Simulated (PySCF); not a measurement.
I2In, charge +1. Atoms are numbered in the order given.

```xyz
3

In     0.0000     0.0000     0.0000
I      0.0000     0.0000    -2.5913
I      0.0000     0.0000     2.5913
```
Charge +1, spin multiplicity 1.

Geometry: PBE-D3(BJ)/def2-SVP. The multiplicity is an assumed one; other spin states were not compared. The isomer is the one that the SMILES or the coordinates give; other isomers of the formula were not compared. The def2 effective core potentials stand for the cores of I, In; spin–orbit coupling is left out.

Level of theory: PBE-D3(BJ)/def2-SVP run with PySCF.

Frequencies are harmonic and unscaled.

Modes within 1.5 cm⁻¹ of each other (mostly degenerate sets) share a row, with their intensities summed.

```tsv
mode	ν (cm⁻¹)	IR (km/mol)	Raman (Å⁴/amu)	depolarisation	moving atoms (share of kinetic energy)
1–2	48	3.8	0.0	–	In 69 %, I 31 %
3	153	0.0	24.3	0.28	I 100 %
4	287	27.7	0.0	–	In 69 %, I 31 %
```
